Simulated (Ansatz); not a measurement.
Compare A (`C=[C](N)[GeH3]`) with its isomer B (`[CH3][GeH]1[CH2][NH]1`).

Gas-phase electronic energies from Ansatz, PBE0-D4/def2-TZVP geometries. CCSD(T)/CBS adds triple-zeta CCSD(T) − MP2 to the extrapolated MP2 energy (def2 sets, frozen cores). DFT in def2-TZVPP. B3LYP here is the variant with VWN-RPA as its local correlation; programs differ in this. For Ge outer-core shells are correlated without core-valence functions, which leaves a few kJ/mol of doubt a bond. Scalar relativity is left out up to krypton. One conformer a species, not always the lowest.

Which is lower in electronic energy at CCSD(T)/CBS, and by how much? (An estimate is asked.)

Computed: A, by 4.8 kcal/mol.

Give E(B) − E(A) in kcal/mol with BLYP-D4, MP2/def2-TZVPP, LDA (SPW92), PBE-D4, B2PLYP, PBE0-D4, B3LYP-D4. (An estimate is asked.)

The calculation gave: BLYP-D4 10.0, MP2/def2-TZVPP 3.2, LDA (SPW92) 6.4, PBE-D4 5.9, B2PLYP 7.3, PBE0-D4 5.9, B3LYP-D4 9.8. None reverses the order clearly.

Does the order hold for the free energy at 298.15 K (harmonic terms from PBE0-D4)? (Estimate.)

The calculation gave: Yes: G(B) − G(A) = +7.4 kcal/mol, for one conformer each.

Largest T1 diagnostic: 0.012.

At CCSD(T), def2-SVP lies +6.7 kcal/mol from the extrapolated value and def2-TZVPP +0.8 kcal/mol. Leaving LDA and LC-ωPBE aside and taking each functional with its dispersion term where it has one, the values, not all of them listed here, spread over 5.9 kcal/mol, from PBE-QIDH to BHLYP-D4. LDA lies +0.9 kcal/mol from PBE without D4.
